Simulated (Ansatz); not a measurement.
Computed with Ansatz on PBE0-D4/def2-TZVP structures; ΔE is electronic, products minus reactants. CCSD(T)/CBS is the MP2 limit (def2-TZVPP, def2-QZVPP) plus CCSD(T) − MP2 in def2-TZVPP, frozen cores. DFT in def2-TZVPP. B3LYP here is the variant with VWN-RPA as its local correlation; programs differ in this. For Ge outer-core shells are correlated without core-valence functions, which leaves a few kJ/mol of doubt a bond. Scalar relativity is left out up to krypton. One conformer a species, not always the lowest.

Reaction (redistribution): `C[O][GeH]([CH3])[SH]` + `F[C@H]1[SiH2][C@@H]1F` → `C[O][Ge]([CH3])([F])[SH]` + `FC1C[SiH2]1`

```json
{"level": "PBE-D4", "ΔE (kJ/mol)": "-171.0", "difference from CCSD(T)/CBS": "18.4"}
{"level": "r2SCAN-D4", "ΔE (kJ/mol)": "-184.2", "difference from CCSD(T)/CBS": "5.2"}
{"level": "ωB97X-V", "ΔE (kJ/mol)": "-182.7", "difference from CCSD(T)/CBS": "6.7"}
{"level": "ωB97M-V", "ΔE (kJ/mol)": "-183.3", "difference from CCSD(T)/CBS": "6.1"}
{"level": "B2PLYP", "ΔE (kJ/mol)": "-187.2", "difference from CCSD(T)/CBS": "2.2"}
{"level": "PBE", "ΔE (kJ/mol)": "-170.9", "difference from CCSD(T)/CBS": "18.5"}
{"level": "r2SCAN", "ΔE (kJ/mol)": "-184.2", "difference from CCSD(T)/CBS": "5.2"}
{"level": "PBE0", "ΔE (kJ/mol)": "-176.9", "difference from CCSD(T)/CBS": "12.5"}
{"level": "B3LYP", "ΔE (kJ/mol)": "-179.6", "difference from CCSD(T)/CBS": "9.8"}
{"level": "MP2/def2-TZVPP", "ΔE (kJ/mol)": "-197.0", "difference from CCSD(T)/CBS": "-7.6"}
{"level": "CCSD/def2-TZVPP", "ΔE (kJ/mol)": "-188.5", "difference from CCSD(T)/CBS": "0.9"}
{"level": "CCSD(T)/def2-TZVPP", "ΔE (kJ/mol)": "-187.7", "difference from CCSD(T)/CBS": "1.7"}
{"level": "MP2/def2-QZVPP", "ΔE (kJ/mol)": "-198.5", "difference from CCSD(T)/CBS": "-9.1"}
{"level": "SCS-MP2/def2-QZVPP", "ΔE (kJ/mol)": "-195.5", "difference from CCSD(T)/CBS": "-6.1"}
{"level": "HF/CBS(def2)", "ΔE (kJ/mol)": "-192.9", "difference from CCSD(T)/CBS": "-3.5"}
{"level": "CCSD/CBS(def2)", "ΔE (kJ/mol)": "-190.2", "difference from CCSD(T)/CBS": "-0.8"}
{"level": "CCSD(T)/CBS", "ΔE (kJ/mol)": "-189.4", "difference from CCSD(T)/CBS": "0"}
```

Largest T1 diagnostic among the species: 0.013.

From PBE to PBE0 (25 % exact exchange), in def2-TZVPP and without D4, ΔE moves by −6.0 kJ/mol.
